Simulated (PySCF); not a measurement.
Isomers of C6H11NO. Computed with TDDFT PBE0/def2-SVPD, vertical, gas phase, core orbitals frozen in the response in PySCF 2.14.0, density-fitted response routines. Geometries: GFN2-xTB; one conformer of each isolated species. Triplets are in the Tamm–Dancoff approximation.

A. `CCO[C@H](C#N)CC`
B. `C=C[C@H](C)CNC=O`
C. `C(=C)C(N(C)CC)=O`
D. `CNC(=O)CC1CC1`

Lowest singlet levels (six at most, fewer where fewer were computed) with oscillator strengths:

1. 270 nm (f 0.001); 242 nm (f 0.088); 193 nm (f 0.020); 189 nm (f 0.357); 181 nm (f 0.010); 173 nm (f 0.021); T1 3.87 eV
2. 213 nm (f 0.001); 195 nm (f 0.036); 188 nm (f 0.002); 179 nm (f 0.002); 177 nm (f 0.031); 169 nm (f 0.104); T1 4.50 eV
3. 176 nm (f 0.003); 168 nm (f 0.010); 164 nm (f 0.001); 154 nm (f 0.011); 153 nm (f 0.009); 150 nm (f 0.005); T1 6.35 eV
4. 215 nm (f 0.001); 189 nm (f 0.003); 184 nm (f 0.006); 174 nm (f 0.102); 169 nm (f 0.011); 167 nm (f 0.012); T1 5.28 eV

Problem. Which spectrum belongs to which structure?

Solution. 1 = C, 2 = B, 3 = A, 4 = D.
- A: S1 at 7.04 eV, HOMO→LUMO (87%), HOMO→LUMO+1 (11%); Löwdin shares by element: HOMO oxygen 58%, carbon 13% or more, hydrogen 12% or more (atoms not listed hold the other 16%); LUMO carbon 34% or more, nitrogen 22%, hydrogen 9% or more (atoms not listed hold the other 35%); HOMO -8.25 and LUMO 0.26 eV.
- B: S1 at 5.83 eV, HOMO→LUMO+2 (38%), HOMO-1→LUMO+2 (26%), HOMO→LUMO+1 (12%); Löwdin shares by element: HOMO oxygen 49%, nitrogen 18%, carbon 15% or more (atoms not listed hold the other 18%); LUMO carbon 67% or more, hydrogen 12% or more (atoms not listed hold the other 20%); HOMO -7.44 and LUMO -0.12 eV.
- C: S1 at 4.59 eV, HOMO-1→LUMO (91%); Löwdin shares by element: HOMO nitrogen 41%, oxygen 26%, carbon 13% or more (atoms not listed hold the other 20%); LUMO carbon 68% or more, oxygen 10% (atoms not listed hold the other 23%); HOMO -6.94 and LUMO -0.95 eV.
- D: S1 at 5.77 eV, HOMO→LUMO+1 (52%), HOMO→LUMO (27%); Löwdin shares by element: HOMO oxygen 61%, carbon 18% or more, nitrogen 7%; LUMO carbon 35% or more, hydrogen 9% or more (atoms not listed hold the other 57%); HOMO -7.14 and LUMO 0.48 eV.
B and D have S1 within 0.06 eV of each other; their strongest listed levels stand at 7.34 eV (f 0.104) and 7.14 eV (f 0.102).
